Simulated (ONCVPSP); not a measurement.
## Sr ONCV: all-electron and pseudo phase curves

- Element: strontium (Sr)
- Generator: ONCVPSP 4.0.1
- Type: optimised norm-conserving Vanderbilt (ONCV)
- Functional: BLYP
- Relativity: scalar-relativistic
- Frozen core: [Ar] 3d10
- Valence charge: 10
- Reference configuration: 4s2 4p6 (charge +2)
- Partial waves: 4s: rc 1.55 bohr, ncon 5, nbas 10, qcut 4.2 1/bohr, 1 projector; 4p: rc 1.60 bohr, ncon 4, nbas 7, qcut 4.8 1/bohr, 2 projectors, debl 0.4 Ha; d scattering state at 0.22 Ha: rc 1.70 bohr, ncon 3, nbas 8, qcut 4.9 1/bohr, 2 projectors, debl 1.5 Ha
- Local potential: polynomial inside 1.35 bohr (lpopt 5, dvloc0 2 Ha)
- Core correction: Teter function, fcfact 2.75, rcfact 1.4

In the p channel the program set the typed energies aside and used -1.335, 0.250 Ha. In the d channel the program set the typed energies aside and used 0.050, 1.550 Ha.

The phase is arctan(r·R′/R) of the radial function R(r), unwrapped; energies in Ha, scanned from -4 to 5 Ha. A pole is an energy at which the radial function vanishes at the test radius. The pseudo phase is shifted by a multiple of π to meet the all-electron one at the reference energy, and phase errors are pseudo minus all-electron; the curves can meet again beyond the range given. Levels narrower than the energy grid can be missing from the lists of poles.

**Question.** For each channel, where are the poles, and over which energies does the pseudopotential scatter like the atom?

**Answer.**

| channel | radius (bohr) | reference energy (Ha) | poles, all-electron | poles, pseudo | unbroken range about the reference energy with phases within 0.05 rad | phase error 1 Ha above the reference energy (rad) |
| --- | --- | --- | --- | --- | --- | --- |
| s | 1.57 | -2.00 | -0.25 | -0.42, 2.81 | below 0.2 | -0.007 |
| p | 1.63 | -1.34 | 0.57 | 0.57 | below 3.9 | -0.000 |
| d | 1.73 | 0.05 | 1.83 | 1.83 | below 4.7 | -0.000 |

Phases in the s channel:

| E (Ha) | all-electron | pseudo |
| --- | --- | --- |
| -3.98 | 0.892 | 0.878 |
| -3.74 | 0.770 | 0.753 |
| -3.50 | 0.593 | 0.572 |
| -3.26 | 0.334 | 0.310 |
| -3.02 | -0.019 | -0.041 |
| -2.78 | -0.410 | -0.424 |
| -2.54 | -0.741 | -0.747 |
| -2.30 | -0.977 | -0.978 |
| -2.06 | -1.139 | -1.139 |
| -1.82 | -1.252 | -1.252 |
| -1.58 | -1.335 | -1.337 |
| -1.34 | -1.398 | -1.402 |
| -1.10 | -1.448 | -1.455 |
| -0.86 | -1.490 | -1.499 |
| -0.62 | -1.525 | -1.539 |
| -0.38 | -1.555 | -1.576 |
| -0.14 | -1.583 | -1.613 |
| 0.10 | -1.609 | -1.652 |
| 0.34 | -1.633 | -1.698 |
| 0.58 | -1.656 | -1.756 |
| 0.82 | -1.680 | -1.846 |
| 1.06 | -1.704 | -2.023 |
| 1.30 | -1.729 | -2.562 |
| 1.54 | -1.756 | -3.842 |
| 1.78 | -1.786 | -4.352 |
| 2.02 | -1.820 | -4.522 |
| 2.26 | -1.860 | -4.607 |
| 2.50 | -1.907 | -4.662 |
| 2.74 | -1.966 | -4.702 |
| 2.98 | -2.042 | -4.734 |
| 3.22 | -2.144 | -4.763 |
| 3.46 | -2.285 | -4.790 |
| 3.70 | -2.489 | -4.816 |
| 3.94 | -2.777 | -4.843 |
| 4.18 | -3.142 | -4.871 |
| 4.42 | -3.508 | -4.903 |
| 4.66 | -3.800 | -4.939 |
| 4.90 | -4.005 | -4.982 |
